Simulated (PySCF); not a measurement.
Cl4Ge (SMILES [Cl][Ge]([Cl])([Cl])[Cl]), singlet, geometry from GFN2-xTB; PySCF with DF-PBE0/6-31G**.

The PySCF input:
```python
from pyscf import gto, scf, dft

mol = gto.Mole()
mol.atom = '''
    Cl   -0.929843   -1.516985   -1.166313
    Ge    0.000000    0.000000    0.000000
    Cl    2.081651   -0.407433    0.163913
    Cl   -0.281249    1.888469   -0.938469
    Cl   -0.870559    0.035949    1.940869
'''
mol.basis = '6-31g**'
mol.charge = 0
mol.spin = 0
mol.verbose = 4
mol.max_memory = 1800
mol.build()

mf = dft.RKS(mol)
mf.xc = 'pbe0'
mf = mf.density_fit(auxbasis='def2-universal-jkfit')
mf.kernel()
```

**Question.** Predict the main parts of the log of this PySCF run.

**Answer.** 
```
PySCF version 2.14.0

[INPUT] verbose = 4
[INPUT] num. atoms = 5
[INPUT] num. electrons = 100
[INPUT] charge = 0
[INPUT] spin (= nelec alpha-beta = 2S) = 0
[INPUT] symmetry False subgroup None
[INPUT] Mole.unit = angstrom
[INPUT] Symbol           X                Y                Z      unit          X                Y                Z       unit  Magmom
[INPUT]  1 Cl    -0.929843000000  -1.516985000000  -1.166313000000 AA   -1.757148608844  -2.866686185073  -2.204012145520 Bohr   0.0
[INPUT]  2 Ge     0.000000000000   0.000000000000   0.000000000000 AA    0.000000000000   0.000000000000   0.000000000000 Bohr   0.0
[INPUT]  3 Cl     2.081651000000  -0.407433000000   0.163913000000 AA    3.933750276927  -0.769936784110   0.309750678256 Bohr   0.0
[INPUT]  4 Cl    -0.281249000000   1.888469000000  -0.938469000000 AA   -0.531483582808   3.568689204731  -1.773449386394 Bohr   0.0
[INPUT]  5 Cl    -0.870559000000   0.035949000000   1.940869000000 AA   -1.645118085275   0.067933764452   3.667710853658 Bohr   0.0

nuclear repulsion = 805.36811301802
number of shells = 44
number of NR pGTOs = 299
number of NR cGTOs = 104
basis = 6-31g**
ecp = {}

******** <class 'pyscf.df.df_jk.DFRKS'> ********
method = DFRKS
initial guess = minao
damping factor = 0
level_shift factor = 0
DIIS = <class 'pyscf.scf.diis.CDIIS'>
diis_start_cycle = 1
diis_space = 8
diis_damp = 0
SCF conv_tol = 1e-09
SCF conv_tol_grad = None
SCF max_cycles = 50
direct_scf = False
XC library pyscf.dft.libxc version 7.1.2
    S. Lehtola, C. Steigemann, M. J. T. Oliveira, and M. A. L. Marques,  SoftwareX 7, 1–5 (2018)
XC functionals = pbe0
    C. Adamo and V. Barone,  J. Chem. Phys. 110, 6158 (1999)
    M. Ernzerhof and G. E. Scuseria,  J. Chem. Phys. 110, 5029 (1999)
radial grids:
    Treutler-Ahlrichs [JCP 102, 346 (1995); DOI:10.1063/1.469408] (M4) radial grids

becke partition: Becke, JCP 88, 2547 (1988); DOI:10.1063/1.454033
pruning grids: <function nwchem_prune>
grids dens level: 3
symmetrized grids: False
atomic radii adjust function: <function treutler_atomic_radii_adjust>
small_rho_cutoff = 0
Set gradient conv threshold to 3.16228e-05
Initial guess from minao.
tot grids = 96160
******** <class 'pyscf.df.df.DF'> ********
auxbasis = def2-universal-jkfit
init E= -3916.65167610618
  HOMO = -0.373297910774559  LUMO = -0.108512233745961  gap/eV = 7.20519
cycle= 1 E= -3916.64440994876  delta_E= 0.00727  |g|= 0.678  |ddm|= 2.72
  HOMO = -0.346475563839189  LUMO = -0.136754637592739  gap/eV = 5.70680
cycle= 2 E= -3916.52987972024  delta_E= 0.115  |g|= 1.03  |ddm|= 1.96
  HOMO = -0.351862774578865  LUMO = -0.0917798664799725  gap/eV = 7.07722
cycle= 3 E= -3916.74757194509  delta_E= -0.218  |g|= 0.0346  |ddm|= 1.17
  HOMO = -0.35791128601326  LUMO = -0.0962460223683004  gap/eV = 7.12027
cycle= 4 E= -3916.74782986244  delta_E= -0.000258  |g|= 0.013  |ddm|= 0.0536
  HOMO = -0.356348918205028  LUMO = -0.0935896960868252  gap/eV = 7.15004
cycle= 5 E= -3916.74787774125  delta_E= -4.79e-05  |g|= 0.00224  |ddm|= 0.0193
  HOMO = -0.356279741905071  LUMO = -0.0936567504253296  gap/eV = 7.14634
cycle= 6 E= -3916.74787924389  delta_E= -1.5e-06  |g|= 0.000428  |ddm|= 0.00331
  HOMO = -0.356326518756656  LUMO = -0.0937029691234894  gap/eV = 7.14635
cycle= 7 E= -3916.74787927162  delta_E= -2.77e-08  |g|= 2.86e-05  |ddm|= 0.000512
  HOMO = -0.356320944854099  LUMO = -0.0936953416960389  gap/eV = 7.14641
cycle= 8 E= -3916.74787927187  delta_E= -2.5e-10  |g|= 2.27e-06  |ddm|= 5.41e-05
  HOMO = -0.356321179999073  LUMO = -0.0936959920450775  gap/eV = 7.14640
Extra cycle  E= -3916.74787927187  delta_E= -4.55e-12  |g|= 2.58e-06  |ddm|= 8.51e-06
converged SCF energy = -3916.74787927187
```
